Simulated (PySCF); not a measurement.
C3H2O.

```xyz
6

O      0.0000     0.0000     1.5386
C      0.0000     0.0000     0.3380
C      0.0000     0.6738    -0.9322
C      0.0000    -0.6738    -0.9322
H      0.0000     1.5575    -1.5751
H      0.0000    -1.5575    -1.5751
```

Geometry optimised at B3LYP-D3(BJ)/def2-SVP.

Computed with PBE0/pcSseg-2 (PySCF). Non-relativistic, no solvent.

Computed absolute GIAO shielding of each atom: isotropic value and principal components (ppm):
```json
[
 {"atom": "O1", "σ(iso)": "13.3", "σ11": "-235.8", "σ22": "-178.2", "σ33": "454.0", "span": "689.7"},
 {"atom": "C2", "σ(iso)": "29.9", "σ11": "-93.1", "σ22": "54.8", "σ33": "128.1", "span": "221.3"},
 {"atom": "C3", "σ(iso)": "10.6", "σ11": "-93.2", "σ22": "-65.8", "σ33": "190.9", "span": "284.1"},
 {"atom": "C4", "σ(iso)": "10.6", "σ11": "-93.2", "σ22": "-65.8", "σ33": "190.9", "span": "284.1"},
 {"atom": "H5", "σ(iso)": "22.0", "σ11": "18.8", "σ22": "22.7", "σ33": "24.5", "span": "5.7"},
 {"atom": "H6", "σ(iso)": "22.0", "σ11": "18.8", "σ22": "22.7", "σ33": "24.5", "span": "5.7"}
]
```
